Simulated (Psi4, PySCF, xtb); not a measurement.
Relaxed torsion scan: SMILES F/C=C\c1cccs1. Scanned: dihedral C2–C3–C4–S8; all other coordinates were relaxed at GFN2-xTB. Points at φ and −φ are mirror images. Heavy atoms are numbered in the order of the SMILES F/C=C\c1cccs1, hydrogens after them in the order of the atoms that carry them; the mirror image has the same energies with the sign of each dihedral reversed.

Methods: RKS-B3LYP/6-31G* = restricted B3LYP/6-31G*, spherical d, density fitting // GFN2-xTB in PySCF; GFN1-xTB // GFN2-xTB (xtb); MP2/cc-pVTZ = DF-MP2 (frozen core)/cc-pVTZ // GFN2-xTB run with Psi4.

Energies relative to the lowest point of each profile, in mEh:

```json
[
 {"φ / °": "-150", "RKS-B3LYP/6-31G*": "3.2", "GFN1-xTB": "1.9"},
 {"φ / °": "-120", "RKS-B3LYP/6-31G*": "7.5", "GFN1-xTB": "6.0"},
 {"φ / °": "-90", "RKS-B3LYP/6-31G*": "9.8", "GFN1-xTB": "8.8"},
 {"φ / °": "-60", "RKS-B3LYP/6-31G*": "7.4", "GFN1-xTB": "6.4"},
 {"φ / °": "-30", "RKS-B3LYP/6-31G*": "2.5", "GFN1-xTB": "2.1"},
 {"φ / °": "0", "RKS-B3LYP/6-31G*": "0.0", "GFN1-xTB": "0.0"},
 {"φ / °": "30", "RKS-B3LYP/6-31G*": "2.5", "GFN1-xTB": "2.1"},
 {"φ / °": "60", "RKS-B3LYP/6-31G*": "7.4", "GFN1-xTB": "6.4"},
 {"φ / °": "90", "RKS-B3LYP/6-31G*": "9.8", "GFN1-xTB": "8.8"},
 {"φ / °": "120", "RKS-B3LYP/6-31G*": "7.5", "GFN1-xTB": "6.0"},
 {"φ / °": "150", "RKS-B3LYP/6-31G*": "3.2", "GFN1-xTB": "1.9"},
 {"φ / °": "180", "RKS-B3LYP/6-31G*": "1.3", "GFN1-xTB": "0.4"}
]
```

Task: Predict the corresponding MP2/cc-pVTZ column.

Result: -150: 2.4; -120: 5.7; -90: 7.4; -60: 5.7; -30: 2.0; 0: 0.0; 30: 2.0; 60: 5.7; 90: 7.4; 120: 5.7; 150: 2.4; 180: 1.1 (mEh).
